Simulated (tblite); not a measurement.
A geometry optimisation, step by step.

Compound: C₅H₇BrN₂S.
Numbering: `[CH3:1][CH:2]([CH3:3])[c:4]1[s:5][n:6][n:7][c:8]1[Br:9]` (hydrogens: H10, H11, H12 on C1; H13 on C2; H14, H15, H16 on C3)

Computed with GFN2-xTB (tblite), gas phase: L-BFGS steps from a force-field or distance-geometry start until the largest atomic force falls under 0.01 eV/Å. 10 of its 29 geometries are shown.

Step 0: E = -746.2176 eV, largest atomic force 3.035 eV/Å
```
atom  x, y, z in Å  |  force x, y, z in eV/Å
C1     -1.223    1.322    0.085   -0.651   0.530  -0.091
C2     -0.599   -0.049    0.262    0.331  -0.367   1.029
C3     -1.306   -1.113   -0.566   -0.459  -0.046  -0.546
C4      0.884   -0.023   -0.011    0.283  -0.158   0.452
S5      1.538    0.362   -1.543    0.684  -0.027   0.018
N6      3.115    0.174   -1.052   -0.556  -0.699   2.741
N7      3.218   -0.167    0.218   -2.242   0.601  -1.956
C8      1.979   -0.283    0.821    1.000   0.177  -0.895
Br9     1.864   -0.779    2.648    0.031   0.135  -0.460
H10    -1.199    1.655   -0.954    0.122  -0.087   0.007
H11    -2.287    1.304    0.388    0.541  -0.096  -0.099
H12    -0.724    2.076    0.696    0.020  -0.134  -0.048
H13    -0.753   -0.329    1.331    0.337   0.101  -0.432
H14    -2.364   -1.179   -0.281    0.339   0.088   0.023
H15    -1.285   -0.866   -1.637    0.140  -0.081   0.283
H16    -0.866   -2.097   -0.417    0.080   0.065  -0.026
```

Step 3: E = -746.4233 eV, largest atomic force 0.400 eV/Å
```
atom  x, y, z in Å  |  force x, y, z in eV/Å
C1     -1.229    1.330    0.083    0.104  -0.101  -0.037
C2     -0.588   -0.054    0.280   -0.093   0.010  -0.012
C3     -1.309   -1.113   -0.572    0.076   0.105   0.032
C4      0.885   -0.027   -0.003   -0.265   0.078  -0.289
S5      1.544    0.363   -1.547   -0.079  -0.020   0.089
N6      3.096    0.164   -1.008   -0.109  -0.052   0.241
N7      3.164   -0.162    0.206    0.045   0.040  -0.168
C8      1.976   -0.281    0.809   -0.247  -0.016   0.038
Br9     1.870   -0.770    2.618    0.022   0.009  -0.006
H10    -1.191    1.650   -0.957    0.091  -0.074  -0.013
H11    -2.273    1.299    0.387    0.027  -0.057   0.006
H12    -0.723    2.072    0.694    0.047   0.038   0.013
H13    -0.735   -0.330    1.329    0.176  -0.029   0.077
H14    -2.355   -1.174   -0.278    0.039   0.058   0.040
H15    -1.275   -0.866   -1.632    0.108   0.038   0.019
H16    -0.863   -2.092   -0.421    0.060  -0.026  -0.030
```

Step 6: E = -746.4410 eV, largest atomic force 0.197 eV/Å
```
atom  x, y, z in Å  |  force x, y, z in eV/Å
C1     -1.222    1.326    0.082   -0.033   0.029   0.034
C2     -0.592   -0.054    0.284   -0.017  -0.016   0.024
C3     -1.303   -1.107   -0.570   -0.027  -0.050  -0.007
C4      0.866   -0.023   -0.019    0.020  -0.006   0.024
S5      1.533    0.364   -1.549   -0.019   0.029  -0.099
N6      3.082    0.162   -0.994    0.016   0.033  -0.114
N7      3.142   -0.164    0.214   -0.067   0.004  -0.018
C8      1.946   -0.281    0.805    0.010   0.003  -0.023
Br9     1.873   -0.766    2.607   -0.090  -0.040   0.171
H10    -1.178    1.639   -0.960    0.060  -0.065   0.016
H11    -2.265    1.291    0.387   -0.015   0.010  -0.020
H12    -0.719    2.073    0.693    0.032  -0.005  -0.019
H13    -0.709   -0.334    1.338    0.058   0.000   0.010
H14    -2.347   -1.165   -0.273   -0.014   0.007  -0.017
H15    -1.259   -0.861   -1.629    0.052   0.063   0.027
H16    -0.857   -2.089   -0.426    0.034   0.004   0.011
```

Step 9: E = -746.4454 eV, largest atomic force 0.114 eV/Å
```
atom  x, y, z in Å  |  force x, y, z in eV/Å
C1     -1.222    1.326    0.085    0.008  -0.025   0.006
C2     -0.594   -0.056    0.287    0.043  -0.003   0.018
C3     -1.303   -1.109   -0.569    0.013   0.018   0.021
C4      0.861   -0.022   -0.023    0.032  -0.009   0.028
S5      1.528    0.366   -1.557   -0.026  -0.001   0.021
N6      3.078    0.164   -0.999   -0.048   0.003  -0.010
N7      3.133   -0.163    0.210    0.022   0.003  -0.015
C8      1.939   -0.282    0.804    0.028  -0.008   0.026
Br9     1.864   -0.769    2.619   -0.070   0.027  -0.086
H10    -1.168    1.629   -0.959    0.021  -0.030   0.003
H11    -2.265    1.290    0.384   -0.022   0.038  -0.012
H12    -0.714    2.073    0.691    0.003  -0.010  -0.003
H13    -0.696   -0.335    1.342   -0.001  -0.007   0.013
H14    -2.347   -1.163   -0.274   -0.017  -0.028  -0.035
H15    -1.249   -0.853   -1.625    0.016   0.026   0.020
H16    -0.852   -2.089   -0.426   -0.002   0.006   0.007
```

Step 12: E = -746.4479 eV, largest atomic force 0.069 eV/Å
```
atom  x, y, z in Å  |  force x, y, z in eV/Å
C1     -1.221    1.323    0.087    0.021  -0.002  -0.010
C2     -0.591   -0.058    0.292   -0.057  -0.005   0.030
C3     -1.301   -1.108   -0.565    0.014   0.009   0.001
C4      0.863   -0.023   -0.021   -0.059   0.011  -0.021
S5      1.520    0.368   -1.558   -0.028  -0.014   0.062
N6      3.069    0.166   -1.004    0.020  -0.008   0.024
N7      3.131   -0.162    0.205    0.049   0.003  -0.019
C8      1.940   -0.282    0.804    0.016   0.018  -0.062
Br9     1.846   -0.766    2.615   -0.018   0.008  -0.026
H10    -1.158    1.618   -0.958    0.000  -0.005  -0.007
H11    -2.268    1.296    0.381    0.043   0.006  -0.011
H12    -0.711    2.071    0.690   -0.009   0.001   0.013
H13    -0.689   -0.337    1.347   -0.024  -0.012   0.035
H14    -2.349   -1.167   -0.280    0.035  -0.005  -0.014
H15    -1.241   -0.843   -1.619    0.007  -0.002   0.008
H16    -0.849   -2.087   -0.425   -0.011  -0.002  -0.002
```

Step 16: E = -746.4489 eV, largest atomic force 0.031 eV/Å
```
atom  x, y, z in Å  |  force x, y, z in eV/Å
C1     -1.218    1.322    0.088    0.004   0.002   0.003
C2     -0.593   -0.059    0.298    0.014  -0.001   0.003
C3     -1.299   -1.108   -0.564    0.002  -0.005   0.001
C4      0.859   -0.023   -0.020    0.012  -0.001   0.005
S5      1.515    0.368   -1.556    0.002   0.005  -0.018
N6      3.067    0.166   -1.007   -0.014   0.003  -0.010
N7      3.133   -0.161    0.202   -0.015   0.001  -0.003
C8      1.941   -0.281    0.800   -0.007  -0.002   0.015
Br9     1.837   -0.765    2.611    0.010  -0.001   0.000
H10    -1.154    1.613   -0.959    0.011   0.002  -0.001
H11    -2.265    1.299    0.378   -0.004   0.003   0.000
H12    -0.710    2.071    0.691    0.005   0.006   0.004
H13    -0.690   -0.339    1.353   -0.031   0.001   0.004
H14    -2.347   -1.168   -0.284   -0.007  -0.002   0.001
H15    -1.236   -0.839   -1.617    0.013  -0.003  -0.002
H16    -0.848   -2.087   -0.425    0.005  -0.008  -0.002
```

Step 19: E = -746.4491 eV, largest atomic force 0.024 eV/Å
```
atom  x, y, z in Å  |  force x, y, z in eV/Å
C1     -1.217    1.322    0.088   -0.001  -0.004   0.002
C2     -0.593   -0.059    0.300   -0.006   0.002  -0.009
C3     -1.298   -1.108   -0.564    0.002   0.002   0.002
C4      0.859   -0.023   -0.020   -0.007  -0.001  -0.002
S5      1.514    0.368   -1.557   -0.018  -0.003   0.015
N6      3.066    0.167   -1.008   -0.012  -0.001   0.007
N7      3.132   -0.161    0.200    0.007   0.001  -0.001
C8      1.941   -0.281    0.800    0.004   0.001  -0.004
Br9     1.837   -0.765    2.611    0.013  -0.001   0.002
H10    -1.151    1.612   -0.959    0.011   0.003   0.010
H11    -2.264    1.300    0.377   -0.001   0.005  -0.002
H12    -0.709    2.072    0.691    0.003  -0.004  -0.004
H13    -0.695   -0.339    1.355   -0.004   0.006  -0.017
H14    -2.347   -1.169   -0.285    0.003  -0.002  -0.006
H15    -1.232   -0.839   -1.616    0.007  -0.006   0.006
H16    -0.848   -2.089   -0.425    0.001   0.003   0.002
```

Step 22: E = -746.4493 eV, largest atomic force 0.020 eV/Å
```
atom  x, y, z in Å  |  force x, y, z in eV/Å
C1     -1.216    1.323    0.089   -0.004   0.007  -0.005
C2     -0.594   -0.059    0.300   -0.013   0.000   0.003
C3     -1.298   -1.109   -0.564   -0.002  -0.003  -0.008
C4      0.858   -0.023   -0.019   -0.007  -0.004   0.018
S5      1.510    0.368   -1.556   -0.006  -0.003   0.006
N6      3.063    0.167   -1.009    0.006   0.004  -0.009
N7      3.131   -0.160    0.199   -0.004   0.001  -0.003
C8      1.941   -0.281    0.800    0.000  -0.002   0.001
Br9     1.839   -0.765    2.610    0.009  -0.002   0.005
H10    -1.147    1.612   -0.958    0.002   0.008  -0.007
H11    -2.264    1.302    0.376    0.000   0.005  -0.004
H12    -0.708    2.072    0.692    0.002  -0.008   0.004
H13    -0.701   -0.339    1.354    0.015  -0.003   0.007
H14    -2.347   -1.170   -0.287    0.001  -0.001  -0.008
H15    -1.229   -0.840   -1.615   -0.002  -0.002  -0.010
H16    -0.847   -2.089   -0.425    0.002   0.004   0.010
```

Step 25: E = -746.4494 eV, largest atomic force 0.021 eV/Å
```
atom  x, y, z in Å  |  force x, y, z in eV/Å
C1     -1.216    1.323    0.088    0.004  -0.001  -0.003
C2     -0.597   -0.060    0.301    0.015  -0.003   0.009
C3     -1.297   -1.110   -0.564    0.000   0.003   0.000
C4      0.856   -0.024   -0.015    0.011   0.002  -0.006
S5      1.505    0.368   -1.554    0.006   0.002  -0.010
N6      3.059    0.168   -1.011   -0.015   0.001   0.002
N7      3.130   -0.160    0.197   -0.003   0.000   0.000
C8      1.941   -0.281    0.801   -0.001  -0.003   0.010
Br9     1.844   -0.765    2.611    0.007  -0.001   0.001
H10    -1.142    1.614   -0.958   -0.007   0.006  -0.010
H11    -2.264    1.305    0.374   -0.006   0.008  -0.008
H12    -0.706    2.070    0.693   -0.001  -0.001   0.009
H13    -0.704   -0.339    1.355    0.004  -0.007   0.019
H14    -2.346   -1.171   -0.290   -0.012  -0.003  -0.010
H15    -1.225   -0.842   -1.616   -0.004  -0.002  -0.009
H16    -0.846   -2.089   -0.423    0.002  -0.001   0.006
```

Step 28: E = -746.4495 eV, largest atomic force 0.009 eV/Å
```
atom  x, y, z in Å  |  force x, y, z in eV/Å
C1     -1.215    1.324    0.088    0.002  -0.002   0.003
C2     -0.598   -0.060    0.302   -0.001   0.000   0.000
C3     -1.297   -1.110   -0.565   -0.001   0.001   0.005
C4      0.855   -0.024   -0.014   -0.002   0.001  -0.006
S5      1.502    0.368   -1.553    0.000   0.001  -0.001
N6      3.056    0.169   -1.012    0.003  -0.001   0.003
N7      3.129   -0.159    0.196    0.002   0.000   0.001
C8      1.941   -0.281    0.802    0.000   0.002  -0.004
Br9     1.848   -0.765    2.612    0.004  -0.001   0.001
H10    -1.140    1.615   -0.958   -0.002  -0.003   0.006
H11    -2.264    1.308    0.372    0.002   0.003  -0.008
H12    -0.705    2.069    0.694   -0.005   0.001   0.002
H13    -0.705   -0.339    1.357    0.001   0.000  -0.003
H14    -2.347   -1.172   -0.293   -0.001   0.001  -0.007
H15    -1.223   -0.843   -1.617    0.001  -0.003   0.008
H16    -0.845   -2.089   -0.421   -0.004   0.001  -0.001
```

**Question.** Summarise the path.

**Answer.** The energy falls by 5.35 kcal/mol from step 0 to step 28; nine tenths of that is first reached at step 4. It falls at every step. The largest force goes from 3.035 to 0.009 eV/Å. Among the bonds N6–N7 changes most, from 1.319 to 1.254 Å; the atoms move by 0.048 Å rms after alignment.

**Question.** Follow the three bonds and two angles with the largest change from start to end.

**Answer.** 
| step | E above end (kcal/mol) | largest force (eV/Å) | N6–N7 (Å) | N7–C8 (Å) | C8–Br9 (Å) | C3–C2–H13 (°) | C1–C2–H13 (°) |
| --- | --- | --- | --- | --- | --- | --- | --- |
| 0 | 5.35 | 3.035 | 1.319 | 1.383 | 1.898 | 106.3 | 106.4 |
| 1 | 1.30 | 0.773 | 1.248 | 1.349 | 1.905 | 107.0 | 106.7 |
| 2 | 0.99 | 0.368 | 1.256 | 1.342 | 1.898 | 107.0 | 106.8 |
| 4 | 0.40 | 0.333 | 1.257 | 1.338 | 1.865 | 107.4 | 107.5 |
| 5 | 0.28 | 0.279 | 1.255 | 1.338 | 1.862 | 107.8 | 107.9 |
| 6 | 0.20 | 0.197 | 1.253 | 1.339 | 1.867 | 108.1 | 108.2 |
| 7 | 0.15 | 0.118 | 1.252 | 1.339 | 1.874 | 108.4 | 108.4 |
| 9 | 0.09 | 0.114 | 1.253 | 1.339 | 1.881 | 108.6 | 108.6 |
| 10 | 0.08 | 0.109 | 1.254 | 1.339 | 1.881 | 108.7 | 108.6 |
| 11 | 0.06 | 0.093 | 1.254 | 1.339 | 1.879 | 108.7 | 108.7 |
| 12 | 0.04 | 0.069 | 1.254 | 1.339 | 1.877 | 108.8 | 108.8 |
| 13 | 0.03 | 0.056 | 1.254 | 1.339 | 1.876 | 108.9 | 108.9 |
| 15 | 0.02 | 0.039 | 1.254 | 1.339 | 1.877 | 109.0 | 109.0 |
| 16 | 0.01 | 0.031 | 1.254 | 1.339 | 1.877 | 109.0 | 109.1 |
| 17 | 0.01 | 0.025 | 1.254 | 1.339 | 1.877 | 109.0 | 109.1 |
| 18 | 0.01 | 0.021 | 1.254 | 1.339 | 1.877 | 109.0 | 109.0 |
| 19 | 0.01 | 0.024 | 1.254 | 1.339 | 1.877 | 109.0 | 109.0 |
| 21 | 0.01 | 0.020 | 1.254 | 1.339 | 1.876 | 108.9 | 108.9 |
| 22 | 0.01 | 0.020 | 1.254 | 1.339 | 1.876 | 108.9 | 108.9 |
| 23 | 0.01 | 0.022 | 1.254 | 1.339 | 1.877 | 108.9 | 108.9 |
| 24 | 0.00 | 0.025 | 1.254 | 1.339 | 1.877 | 108.9 | 108.9 |
| 26 | 0.00 | 0.016 | 1.254 | 1.339 | 1.877 | 109.0 | 109.0 |
| 27 | 0.00 | 0.013 | 1.254 | 1.339 | 1.877 | 109.0 | 109.0 |
| 28 | 0.00 | 0.009 | 1.254 | 1.339 | 1.877 | 109.0 | 109.0 |

What follows is the cost of the whole relaxation. Time: 0.38 s. Hardware: an Intel Xeon Platinum 8488C with one thread (shared host).
